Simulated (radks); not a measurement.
Isoelectronic series with 16 electrons, all held in the configuration [Ne] 3s2 3p4, which need not be the ground one along the series. All-electron calculation, scalar-relativistic Kohn-Sham, BLYP, spin-unpolarised, spherical densities, finite nucleus; Fermi nuclear charge, rms radius of each element as measured or else 0.836 A^(1/3) + 0.57 fm. Program: a radial shooting solver on a logarithmic mesh with Libxc functionals. Total energies (hartree) and mean radii <r> (bohr):

ion   E (hartree)      3p      3s      2p      2s
S      -399.23081   2.079   1.691  0.4427  0.4795
Cl+    -461.12436   1.709   1.488  0.4068  0.4444
Ar2+   -527.80318   1.469   1.329  0.3762  0.4140
K3+    -599.26325   1.295   1.201  0.3499  0.3874
Ca4+   -675.50696   1.161   1.096  0.3269  0.3638
Sc5+   -756.54033   1.054   1.009  0.3068  0.3429
Ti6+   -842.37183  0.9664  0.9351  0.2890  0.3242
V7+    -933.01168  0.8928  0.8714  0.2731  0.3074
